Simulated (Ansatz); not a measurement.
Species: sum formula AlCl2F (charge 0, singlet). 
Coordinates optimised at B3LYP-D3(BJ)/def2-TZVP (Ansatz, a quantum-chemistry and plane-wave program):
```
Al
F 1 1.6380
Cl 1 2.0723 2 119.20
Cl 1 2.0723 2 119.20 3 180.00
```
Charge 0, spin multiplicity 1.

Parts of the frozen-core correlation energy in cc-pV(5+d)Z (Ansatz, hartree). Frozen orbitals: 16; correlated occupied orbitals by spin: 12 and 12; virtual: 363 and 363. No spin-orbit coupling. No relativistic terms.

```tsv
term	value
reference (HF)	-1260.70769
MP2 opposite-spin	-0.60168
MP2 same-spin	…
CCSD correlation	…
(T)	…
T1 diagnostic	0.009
largest doubles amplitude	0.017
```

Q: Fill in the missing entries.

A: 
- MP2 same-spin, value: -0.19045
- CCSD correlation, value: -0.81261
- (T), value: -0.03384
